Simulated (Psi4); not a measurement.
H7OSi2 (SMILES [SiH3][OH+][SiH3]), charge +1, singlet, geometry from GFN2-xTB. Base run: B3LYP/def2-SV(P) (Psi4).

Geometry (Å):
```xyz
10

Si     1.5726    -0.3279     0.4313
O      0.0455    -0.1974    -0.5209
Si    -1.5965     0.4464    -0.1376
H      2.5149    -0.4071    -0.6746
H      1.5111     0.9219     1.1671
H      1.3406    -1.5462     1.1908
H      0.0821    -0.6670    -1.3633
H     -2.1905    -0.6730     0.5758
H     -2.0600     0.6863    -1.4958
H     -1.2279     1.6049     0.6556
```
Charge +1, spin multiplicity 1.
All else is at Psi4's defaults (density fitting).
Base energy -657.96032 Eh.

Variants of this job, named by their change:

| change | ΔE vs base (µEh) | SCF cycles | grid points | basis functions |
|---|---|---|---|---|
| base | 0.0 | 7 | 215575 | 64 |
| dft_spherical_points = 434 | -17.6 | 7 | 309582 | 64 |
| dft_radial_scheme = multiexp | -2.1 | 7 | 225321 | 64 |
| diis_max_vecs = 3 | 0.0 | 8 | 215575 | 64 |
| dft_pruning_scheme = robust | 0.0 | 7 | 148213 | 64 |
| e_convergence = 1e-4 | 0.0 | 7 | 215575 | 64 |
| scf_initial_accelerator = none | 0.0 | 7 | 215575 | 64 |
| guess = huckel | 0.0 | 8 | 215575 | 64 |
| scf_type = pk | 92.0 | 7 | 215575 | 64 |
| dft_pruning_scheme = treutler | 78.6 | 7 | 119173 | 64 |
| dft_spherical_points = 974 | -19.1 | 7 | 693852 | 64 |
| scf_type = mem_df | 0.0 | 7 | 215575 | 64 |
| dft_spherical_points = 110 | -202 | 7 | 78786 | 64 |
